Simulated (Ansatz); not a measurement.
Reaction (isomerisation): `CN[SiH2][SeH]` → `NC([SiH3])[SeH]`

Computed with Ansatz on PBE0-D4/def2-TZVP structures; ΔE is electronic, products minus reactants. CBS: MP2 limit from def2 TZ/QZ plus the TZ coupled-cluster correction, frozen cores. For Se outer-core shells are correlated without core-valence functions, which leaves a few kJ/mol of doubt a bond. Scalar relativity is left out up to krypton. Each species was taken in one conformer, which may not be the lowest.

| level | ΔE (kcal/mol) |
| --- | --- |
| HF/def2-TZVPP | 46.7 |
| SCS-MP2/def2-TZVPP | 42.2 |

Q: What does CCSD(T)/CBS give? (Best estimate.)

A: Computed: +42.4 kcal/mol. The listed levels differ from it by 4.3, -0.2 kcal/mol.

Largest T1 diagnostic among the species: 0.010.

The D4 term adds −0.8 kcal/mol with B3LYP and −0.4 kcal/mol with PBE0; it sums over pairs of atoms, weighted by their polarisabilities, and B3LYP, whose exchange is more repulsive, gets the larger term. In def2-TZVPP, CCSD(T) changes the Hartree–Fock value by −5.5 kcal/mol (the triples alone add −0.9 kcal/mol) and MP2 by −4.4 kcal/mol.

CCSD(T)/CBS has its own doubt, a few kJ/mol and more with outer-core shells, so smaller differences from it don't rank the levels.

B3LYP here is the variant with VWN-RPA as its local correlation; programs differ in this.
